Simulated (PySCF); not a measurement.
```xyz
6
charge 0 multiplicity 1, angstrom
Br    0.0000    0.0000   -0.2684
Cl    0.0000    0.0000    1.9738
Cl    2.3443    0.0000   -0.3421
Cl    0.0000    2.3443   -0.3421
Cl   -2.3443    0.0000   -0.3421
Cl    0.0000   -2.3443   -0.3421
```

These are results of PBE0 in PySCF with Br def2-SVP, Cl def2-SVP; no relativity; density-fitted integrals, not measurements.

This geometry of BrCl₅ is a stationary point at this level.

**Question.** What is the point group?

**Answer.** C4v.

**Question.** Is it a minimum?

**Answer.** Yes: all harmonic wavenumbers are real.

**Question.** What are the dipole moment and the gap between the highest occupied and lowest empty levels?

**Answer.** 0.71 D and 2.52 eV.

**Question.** Give the atomic charges and bond orders.

**Answer.** 
| atom | Mulliken | Löwdin | polar tensor | Mayer order to Br1 |
| --- | --- | --- | --- | --- |
| Br1 | 0.63 | 0.64 | 2.25 | – |
| Cl2 | 0.06 | 0.04 | -0.29 | 0.79 |
| Cl3,4,5,6 | -0.17 | -0.17 | -0.49 | 0.66 |
Other Mayer orders above 0.3: Cl–Cl 0.32 (×2).

**Question.** What is the atomisation energy, with and without zero-point energy?

**Answer.** 407 kJ/mol without, 392 kJ/mol with.
